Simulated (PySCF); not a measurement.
Compound: C3H7PSi.
Numbering: `[CH:1]#[C:2][Si@H:3]([CH3:4])[PH2:5]` (hydrogens: H6 on C1; H7 on Si3; H8, H9, H10 on C4; H11, H12 on P5)

Torsions of this conformer, `[CH:1]#[C:2][Si@H:3]([CH3:4])[PH2:5]`: H–P5–Si3–C2 -164°, H–P5–Si3–C2 -70°.

The closed-shell ground state was solved at several levels (PySCF, density fitting, gas phase, non-relativistic). The structure is a single PBE0-D3(BJ)/def2-SVP conformer in the gas phase; no vibrational or solvent corrections.

```json
{"level": "PBE0/cc-pVTZ", "basis functions": "256", "total energy (Eh)": "-748.9951", "HOMO (eV)": "-7.38", "LUMO (eV)": "-0.23", "gap (eV)": "7.15", "dipole (D)": "0.81"}
{"level": "PBE0/def2-TZVP", "basis functions": "209", "total energy (Eh)": "-748.9920", "HOMO (eV)": "-7.39", "LUMO (eV)": "-0.30", "gap (eV)": "7.09", "dipole (D)": "0.80"}
{"level": "mPW1PW91/pcSseg-2", "basis functions": "292", "total energy (Eh)": "-749.4049", "HOMO (eV)": "-7.44", "LUMO (eV)": "-0.36", "gap (eV)": "7.08", "dipole (D)": "0.81"}
{"level": "PBE0/6-31G", "basis functions": "67", "total energy (Eh)": "-748.7946", "HOMO (eV)": "-7.23", "LUMO (eV)": "0.14", "gap (eV)": "7.37", "dipole (D)": "1.33"}
{"level": "B97-2/pcSseg-2", "basis functions": "292", "total energy (Eh)": "-749.3969", "HOMO (eV)": "-7.19", "LUMO (eV)": "-0.37", "gap (eV)": "6.82", "dipole (D)": "0.81"}
{"level": "BP86/pcSseg-2", "basis functions": "292", "total energy (Eh)": "-749.4754", "HOMO (eV)": "-6.43", "LUMO (eV)": "-1.32", "gap (eV)": "5.11", "dipole (D)": "0.79"}
{"level": "PBE0/6-311+G(2d,p)", "basis functions": "193", "total energy (Eh)": "-748.9803", "HOMO (eV)": "-7.42", "LUMO (eV)": "-0.40", "gap (eV)": "7.02", "dipole (D)": "0.81"}
```

What might OPBE/pcSseg-2 (292 basis functions) give for the same quantities?

Total energy -749.2771 Eh, HOMO -6.34 eV, LUMO -1.15 eV, gap 5.19 eV, dipole 0.83 D.

Over all these levels, which gives the widest orbital gap and which the narrowest?

PBE0/6-31G (global hybrid, 25 % exact exchange) has the widest, 7.37 eV, and BP86/pcSseg-2 (GGA) the narrowest, 5.11 eV. Functional and basis both differ between the two, so the spread mixes both effects.

How much does the basis alone move the frontier levels among the 4 PBE0 rows?

The HOMO by 0.19 eV and the LUMO by 0.54 eV. By rising basis size (HOMO, LUMO in eV): 6-31G -7.23, 0.14; 6-311+G(2d,p) -7.42, -0.40; def2-TZVP -7.39, -0.30; cc-pVTZ -7.38, -0.23.

In the pcSseg-2 basis, how does the gap go with the fixed share of exact exchange?

BP86 (0 %) 5.11 eV; OPBE (0 %) 5.19 eV; B97-2 (21 %) 6.82 eV; mPW1PW91 (25 %) 7.08 eV. Each rise in the share widens the gap here.

How far do the dipole and the HOMO energy spread over the levels?

The dipole runs from 0.79 to 1.33 D (mean 0.87 D) and the HOMO from -7.44 to -6.34 eV.
